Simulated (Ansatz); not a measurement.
# A geometry optimisation of C2H4BF with PBE-D3(BJ)/def2-SVP

The starting geometry of this gas-phase singlet was optimised with GFN2-xTB; its bonds are those of `B/C=C/F`.

```
atom    x (Å)    y (Å)    z (Å)
   C  -0.5860   0.4738  -1.3693
   C   0.4674   0.2231  -0.5968
   B  -0.7920   1.8310  -2.0605
   F   0.6591  -0.9561   0.0085
   H  -0.0094   2.6835  -1.8998
   H  -1.7265   2.0032  -2.7390
   H  -1.2951  -0.3366  -1.4875
   H   1.2683   0.9146  -0.3723
```

Predict what becomes of its bonds when it is optimised with PBE-D3(BJ)/def2-SVP.

It keeps its bonds, and is `B/C=C/F`.

The energy falls by 0.10 eV over 7 steps:

```tsv
step	E − E(last) (eV)
1	0.104
2	0.014
3	0.002
4	0.000
5	0.000
6	0.000
7	0.000
```

Final geometry (Å):

```xyz
8

C    -0.6251    0.4369   -1.3822
C     0.4601    0.2217   -0.5998
B    -0.7853    1.8070   -2.0463
F     0.7023   -0.9280    0.0264
H     0.0620    2.6632   -1.8555
H    -1.7375    2.0600   -2.7589
H    -1.3371   -0.3986   -1.4950
H     1.2463    0.9743   -0.4054
```

Frequencies at the end are all real (lowest 182 cm⁻¹). Run with Ansatz 0.2.0, 3.6 s on 2 threads of Intel(R) Xeon(R) 6975P-C (Granite Rapids) (shared host).
